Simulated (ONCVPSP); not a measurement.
## Cutoff test, oxygen, ONCV

ONCVPSP 4.0.1 input, shortened (lines: element, Z, core and valence counts, functional; n l f; lmax; l rc ep ncon nbas qcut; lloc lpopt rc5 dvloc0; l nproj debl; icmod fcfact rcfact), PBE, scalar-relativistic:

```
  O 8.00    1    2        4      upf
    1    0    2.00
    2    0    2.00
    2    1    4.00
    2
    0    0.70    0.00    3    8    7.40
    1    1.65    0.00    3    6    8.50
    2    1.70    0.21    3    7    6.20
    4    3    0.60    1.00
    0    1    0.40
    1    2    0.70
    2    2    0.70
    0    0.00    0.00
```

Problem. For each optimised wave give the share of its norm inside rc, the residual kinetic energy above qcut (Ha) and the cutoffs (Ha) for errors of 10, 1, 0.1 and 0.01 mHa per electron.

Solution.

```
         wave  norm inside rc  residual KE  10 mHa  1 mHa  0.1 mHa     0.01 mHa
           2s           0.186      7.6e-03    25.6  124.1    384.9  not reached
           2p           0.766      1.0e-06    19.0   24.5     28.8         32.1
p projector 2           0.107      4.8e-07    16.4   22.9     28.0         31.8
d projector 1           0.005      1.1e-07     0.7    2.2      6.6         11.7
d projector 2           0.079      5.6e-06     4.6    9.8     14.6         18.4
```

The occupied waves need 124 Ha and 385 Ha for 1 and 0.1 mHa. Rows with under 1 % of the norm inside rc give no meaningful cutoff. Its largest configuration-test error is +1320 meV.
